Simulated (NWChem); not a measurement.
System: C₄H₆ClF; SMILES F[C@]1([C@H](C1)C)Cl

All runs: NWChem. Pople sets run with spherical d functions. Geometry: optimised at PBE0/def2-SVP. Level TPSS/6-31G*: energy and gradient; each run changes one setting, and changes count from the defaults (medium grid, exact Coulomb integrals, symmetry on).

Which setting moves the energy most, and by about how much (extra-fine grid; Coulomb fitting, Weigend set; symmetry off; Becke weights; Coulomb fitting, Ahlrichs set; coarse grid; defaults)?

Coulomb fitting, Ahlrichs set, by about 900 μHa.
```csv
setting,size of the energy change (μHa),largest change of a gradient component (μHa/bohr),"time, defaults = 1 (rough)"
defaults,< 10,< 30,about 1
coarse grid,20,400,about 1
extra-fine grid,< 10,< 30,2
"Coulomb fitting, Weigend set",200,40,0.4
Becke weights,< 10,100,about 1
"Coulomb fitting, Ahlrichs set",900,200,0.4
symmetry off,< 10,other frame,about 1
```
